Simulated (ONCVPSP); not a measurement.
**PBEsol ONCV dataset for As (Z = 33), scalar-relativistic all-electron reference.**

ONCVPSP 4.0.1 input, shortened (lines: element, Z, core and valence counts, functional; n l f; lmax; l rc ep ncon nbas qcut; lloc lpopt rc5 dvloc0; l nproj debl; icmod fcfact rcfact), PBEsol, scalar-relativistic:

```
  As 33.00    3    4  -116133      upf
    1    0    2.00
    2    0    2.00
    2    1    6.00
    3    0    2.00
    3    1    6.00
    3    2   10.00
    4    0    2.00
    2
    0    0.90    0.00    5    8   16.40
    1    0.90    0.00    4    7   17.00
    2    0.60    0.00    5    9   16.80
    4    5    0.55    0.00
    0    3    2.10
    1    2    1.60
    2    2    1.50
    1    0.15    0.00
```

In the p channel the program set the typed energies aside and used -6.170, 0.250 Ha. In the d channel the program set the typed energies aside and used -2.754, 0.250 Ha.

Results:

```
Cutoffs needed             : 780 Ha and 872 Ha (the cutoffs (Ha) at which the residual kinetic energy of the hardest occupied pseudo-wave falls to 1 and 0.1 mHa per electron)
Ghost test                 : no bound ghost flagged; GHOST(+) flags only above 600 eV
Largest excitation error   : -43 meV (all-electron minus pseudo) for 3s1 3p6 3d10 4s2 4p3, out of 4 test configurations
rms error of d²Exc/dni dnj : 2.64 mHa without and 1.36 mHa with the model core
```

Generation and tests took about 4.9 s on one core of a shared server CPU.
